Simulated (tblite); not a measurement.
Compound: C6H11NO2Si.
Atom-mapped SMILES: `[CH3:1][CH2:2][O:3][CH2:4][c:5]1[cH:6][n:7][o:8][c:9]1[SiH3:10]` (hydrogens: H11, H12, H13 on C1; H14, H15 on C2; H16, H17 on C4; H18 on C6; H19, H20, H21 on Si10)

Structure optimised with GFN2-xTB, isolated species.

Problem. What internal coordinates does the optimisation give?

Solution. 
| bond | length (Å) |
| --- | --- |
| C1–C2 | 1.519 |
| C2–O3 | 1.410 |
| O3–C4 | 1.406 |
| C4–C5 | 1.486 |
| C5–C6 | 1.411 |
| C6–N7 | 1.305 |
| N7–O8 | 1.353 |
| O8–C9 | 1.338 |
| C9–Si10 | 1.876 |
| C5–C9 | 1.372 |
| C1–H11, C1–H12, C1–H13 | 1.086 |
| C2–H14, C2–H15 | 1.102 |
| C4–H16, C4–H17 | 1.104 |
| C6–H18 | 1.071 |
| Si10–H19, Si10–H21 | 1.460 |
| Si10–H20 | 1.467 |

Bonds in one row agree within 0.01 Å and their mean is given. A selection of angles:
| angle | degrees |
| --- | --- |
| C1–C2–O3 | 108.9 |
| C2–O3–C4 | 114.0 |
| O3–C4–C5 | 107.2 |
| C4–C5–C6 | 131.1 |
| C4–C5–C9 | 124.9 |
| C6–C5–C9 | 104.0 |
| C5–C6–N7 | 110.5 |
| C6–N7–O8 | 107.1 |
| N7–O8–C9 | 110.0 |
| O8–C9–Si10 | 121.8 |
| C5–C9–O8 | 108.4 |
| C5–C9–Si10 | 129.9 |

Torsions: C1–C2–O3–C4 179° (antiperiplanar); C2–O3–C4–C5 172° (antiperiplanar); O3–C4–C5–C6 163° (antiperiplanar). The mirror-image conformer, all signs reversed, is as good.

The 3 C–O bonds span 1.338 Å (O8–C9, aromatic) to 1.410 Å (C2–O3, drawn single), a spread of 0.072 Å. Si10 (SiH3 silicon) is distorted tetrahedral (angles from 105.1° to 114.0°). Of the pairs four or more bonds apart, O3···Si10 is among the closest relative to their van der Waals radii: 2.77 Å, 77 % of the sum of Bondi's values. The C–C distances run from 1.372 Å (C5–C9, aromatic) to 1.519 Å (C1–C2, drawn single), a spread of 0.147 Å. O8 (ring oxygen) is bent (angle 110.0°). The 5-membered ring C5–C6–N7–O8–C9 has internal angles of 104.0° to 110.5°; it is planar, 0.00 Å rms from its mean plane, widest ring torsion 0°.

Point group: C1 (no symmetry element, even within 0.4 Å). Its GFN2-xTB frequencies are all real (lowest 34 cm⁻¹). One conformer, not necessarily the lowest.

On an Arm Neoverse N1 with one thread (shared host), this took 2.6 s of wall time. This is the geometry optimisation.

All values are computed, not measured.
